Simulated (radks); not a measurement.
Spherical quantum dot in the effective-mass picture: electrons in a parabolic well V = omega^2 r^2 / 2 with omega = 1.02, all in effective atomic units (hartree* = m*/eps^2 hartree, bohr* = eps/m* bohr), one dielectric constant everywhere. Method: non-relativistic Kohn-Sham, PBE, spin-polarised, spherical densities; computed with a radial shooting solver with Libxc functionals. Levels are named by radial order and angular momentum (1s, 1p, 1d, 2s, ...), and open shells are averaged over m. Results are scaled to m* = 0.081 and eps = 9.3, for which hartree* = 25.48 meV and bohr* = 6.076 nm.

N = 3, configuration 1s2 1p(up 1, down 0). This is the lowest configuration that the search found. Occupied and some empty levels:

level    occupation  eigenvalue (meV)  <r> (nm)
1s up             1            78.308     7.567
1s down           1            79.937     7.471
1p up             1            99.433     9.692
1p down           0            101.54     9.701
1d up             0            122.22     11.39
1d down           0            124.26     11.45
2s up             0            125.07     10.53
2s down           0            126.09     10.59
1f up             0            145.92     12.88
1f down           0            147.69     12.95

Energy (meV): total 190.748, kinetic 60.779, external 84.405, Hartree 75.807, exchange-correlation -30.243.
